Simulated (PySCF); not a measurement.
**Bi (bismuth, neutral) across methods**

[Xe] 4f14 5d10 6s2 6p2 6d1, one real determinant (an excited configuration). Computed with PySCF 2.14 in aug-cc-pVQZ-PP with one added diffuse shell each of s, p, d, f, g type with ECP60MDF (8s8p6d4f3g, 117 functions), with scalar relativity through the core potential.

| method | E (hartree) | mean ε 6s β (eV) | mean ε 6p α (eV) | mean ε 6d α (eV) | Σ⟨r²⟩ (bohr²) | ⟨S²⟩ |
| --- | --- | --- | --- | --- | --- | --- |
| PBE0 | -214.3799 | -18.151 | -9.102 | -1.239 | 118.5 | 3.752 |
| LDA | -214.0866 | -17.500 | -8.008 | -0.950 | 113.6 | 3.751 |
| PBE | -214.4064 | -17.098 | -7.944 | -0.993 | 115.6 | 3.751 |
| UHF | -213.35505 | -20.202 | -12.024 | -1.700 | 132.9 | 3.757 |
| r2SCAN | -214.4715 | -17.277 | -8.390 | -0.920 | 117.4 | 3.754 |

⟨L²⟩ = 7.96 against 12 for a pure F term, so this real determinant mixes terms. Energies and moments cover only the electrons outside the core potential. Spin-orbit coupling is strong in this species (close to jj coupling), so the high-spin LS determinant is a model state, not a physical level. The outer electron is Rydberg-like, and this basis confines it to a smaller radius and binds it less than a complete one would.
